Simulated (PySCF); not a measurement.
## Electronic absorption of C3H10OSi

Compound: C3H10OSi.
Structure used (GFN2-xTB), in Å, numbered top down from 1:
```
atom  x, y, z in Å
C1    -0.7278    1.2696    0.4461
C2    -0.3244   -0.1958    0.5777
C3    -1.5311   -1.1178    0.4233
O4     0.6149   -0.5499   -0.4013
Si5    2.1287   -0.0594   -0.6681
H6    -1.4793    1.5206    1.1898
H7    -1.1326    1.4491   -0.5470
H8     0.1395    1.9091    0.5894
H9     0.1283   -0.3523    1.5690
H10   -1.2209   -2.1550    0.5192
H11   -2.2740   -0.8970    1.1848
H12   -1.9730   -0.9798   -0.5605
H13    2.9649   -0.2314    0.5256
H14    2.4792   -0.9562   -1.7568
H15    2.2031    1.3543   -1.0556
```

Level of theory: TDDFT PBE0/def2-SVPD, vertical, gas phase, core orbitals frozen in the response in PySCF.

Q: List the vertical singlet excitations with oscillator strengths and describe the spectrum.

A: 

| state | E (eV) | E (kJ/mol) | λ (nm) | f | \|μ\| (D) | main configurations (H = HOMO, L = LUMO) |
| --- | --- | --- | --- | --- | --- | --- |
| S1 | 6.93 | 669 | 178.8 | 0.0013 | 0.22 | H→L (96%) |
| S2 | 7.44 | 718 | 166.6 | 0.023 | 0.90 | H-1→L (96%) |
| S3 | 7.76 | 749 | 159.8 | 0.017 | 0.76 | H→L+1 (96%) |
| S4 | 8.15 | 787 | 152.1 | 0.0040 | 0.36 | H→L+3 (77%), H→L+2 (14%) |
| S5 | 8.24 | 795 | 150.4 | 0.011 | 0.58 | H-1→L+1 (87%) |
| S6 | 8.28 | 799 | 149.7 | 0.039 | 1.12 | H→L+2 (77%), H→L+3 (12%) |
| S7 | 8.58 | 828 | 144.4 | 0.0003 | 0.10 | H-2→L (52%), H→L+5 (25%), H-1→L+3 (9%) |
| S8 | 8.60 | 830 | 144.2 | 0.024 | 0.85 | H→L+4 (74%), H-1→L+3 (9%) |

Triplets (Tamm–Dancoff): T1 6.64 eV, H→L (90%); T2 7.10 eV, H-1→L (87%); T3 7.56 eV, H→L+1 (88%).

The lowest singlet lies at 6.93 eV (179 nm, vacuum ultraviolet) and is very weak; its leading configuration is HOMO→LUMO (96%). The most intense listed level is S6 at 8.28 eV (150 nm, f = 0.039), 1.35 eV above S1. Löwdin shares by element: HOMO oxygen 45%, carbon 19% or more, silicon 12% (atoms not listed hold the other 23%); LUMO silicon 33%, hydrogen 27% or more (atoms not listed hold the other 40%). Of the 8 states listed, 5 reach f = 0.01 and 1 stays under 0.0005. The listed states span 1.66 eV, and the widest gap between neighbours is 0.51 eV (S1 to S2). The oscillator strengths of these states sum to 0.119; summed over the whole spectrum of an exact calculation they would give the number of electrons, 50 (Thomas–Reiche–Kuhn). No computed singlet lies in the visible range (380 to 750 nm); the lowest, at 179 nm, stands 3.67 eV above its violet end (3.26 eV). The window holds the lowest 8 singlets.

One conformer stands for the species.
